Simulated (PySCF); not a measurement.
B(H)2(Me) (CH5B), SMILES BC. Atoms are numbered in the order given.

```xyz
7

B      0.8703     0.0209     0.0000
H      1.4838    -0.0088     1.0243
H      1.4838    -0.0088    -1.0243
C     -0.6810     0.0164     0.0000
H     -0.9451    -1.0559     0.0000
H     -1.1441     0.4353    -0.8947
H     -1.1441     0.4353     0.8947
```
Charge 0, spin multiplicity 1.

Geometry: B3LYP-D3(BJ)/def2-TZVP.

Vertical ionisation energy (IE) and electron affinity (EA) in eV. Rows of orbital energies are one-electron estimates. Where ΔSCF, EOM or ADC give a negative EA the extra electron is unbound and the value depends on the basis.

```json
[
 {"level": "−ε(HOMO), −ε(LUMO), r2SCAN/def2-TZVPD (PySCF)", "IE": "7.90", "EA": "1.81"},
 {"level": "−ε(HOMO), −ε(LUMO), M06-2X/def2-TZVPD (PySCF)", "IE": "10.34", "EA": "0.33"}
]
```
